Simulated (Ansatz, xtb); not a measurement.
# Isomers of C5H6Cl2O2 in order of energy

3 gas-phase structures of C5H6Cl2O2, from a drawn sample of its isomers (lower ones may exist). Each was relaxed with GFN2-xTB; where two conformers were screened, the lower at r2SCAN-D4/def2-SVP is listed:

A. `OC1=CO[C@@H](C(Cl)Cl)C1`, a singlet
B. `OC1=C[C@@H](C(Cl)Cl)OC1`, a singlet
C. `O=C1CO[C@@H](C(Cl)Cl)C1`, a singlet

Task: Which do you expect lowest at r2SCAN-D4/def2-SVP, and how would the others follow?

Result: Calculated order at r2SCAN-D4/def2-SVP: C (0.000), B (0.534), A (0.644) eV.

Energies above the lowest of each column, in eV; the last columns are at B3LYP/def2-SVP geometries:

```csv
structure,GFN2-xTB,HF/STO-3G,r2SCAN-D4/def2-SVP,B3LYP/def2-SVP,CCSD(T)/def2-SVP + ΔMP2/def2-TZVPP
C,0.000,0.000,0.000,0.000,0.000
B,0.338,0.790,0.534,0.501,0.442
A,0.258,0.735,0.644,0.634,0.584
```

Every level run on C puts it lowest or level with the lowest. Flexible structures stand in one conformer each, not always the lowest. ΔMP2 is the change of the MP2 energy from the smaller to the larger basis.

Programs: Ansatz 0.2.0, xtb 6.7.1.
